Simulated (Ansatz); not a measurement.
`[F][GaH][O][SiH3]` + H₂S → `[F][GaH][SH]` + `O[SiH3]` at 298.15 K and 1 bar (ligand exchange at a Ga–O bond).

Calculated with Ansatz (gas phase, PBE0-D4/def2-TZVP geometries, no zero-point term in ΔE). CCSD(T)/CBS adds triple-zeta CCSD(T) − MP2 to the extrapolated MP2 energy (def2 sets, frozen cores). This one scheme is used for every species. For Ga outer-core shells are correlated without core-valence functions, which leaves a few kJ/mol of doubt a bond. Scalar relativity is left out up to krypton. Each species was taken in one conformer, which may not be the lowest.

| species | CCSD(T)/CBS energy (Eh) | H − E (kJ/mol) | S (J/(mol·K)) |
| --- | --- | --- | --- |
| `[F][GaH][O][SiH3]` | -2390.49581 | 121.2 | 359.9 |
| H₂S | -398.97279 | 49.9 | 205.7 |
| `[F][GaH][SH]` | -2422.78377 | 63.4 | 303.4 |
| `O[SiH3]` | -366.69042 | 113.6 | 257.8 |

H − E and S are ideal-gas, rigid-rotor, harmonic terms from PBE0-D4/def2-TZVP, for one conformer and one mirror image of each species. 1 Eh = 2625.50 kJ/mol, R = 8.31446 J/(mol·K).

Task: By hand: ΔE, ΔH, ΔS and ΔG.

Result: ΔE = (-2422.78377) + (-366.69042) − (-2390.49581) − (-398.97279) = -0.00559 Eh = -14.7 kJ/mol. Δ(H − E) = 63.4 + 113.6 − 121.2 − 49.9 = 5.9, so ΔH = -8.8 kJ/mol. ΔS = 303.4 + 257.8 − 359.9 − 205.7 = -4.4 J/(mol·K). ΔG = -8.8 − 298.15 × (-4.4)/1000 = -7.5 kJ/mol.

Task: By hand: the equilibrium constant, and the temperature at which ΔG would vanish if ΔH and ΔS stayed fixed.

Result: log₁₀ K = −ΔG/(RT ln 10) = 1.3. ΔG = 0 at ΔH/ΔS = 2000 K, though so small a ΔH makes that figure unsure.

The number of gas molecules stays the same, so ΔS is small and ΔH decides. A doubt of 5 kJ/mol in ΔE shifts log₁₀ K by 0.9 here. Other conformers and mirror images would add mixing entropy, several J/(mol·K) or more a flexible species. Modes under 60 cm⁻¹, often nearly free rotors, make the harmonic entropy too high. These are equilibria of isolated gas molecules and say nothing of rates. Largest T1 diagnostic: 0.014 (customary marks: 0.02 for closed shells, 0.045 for open ones).
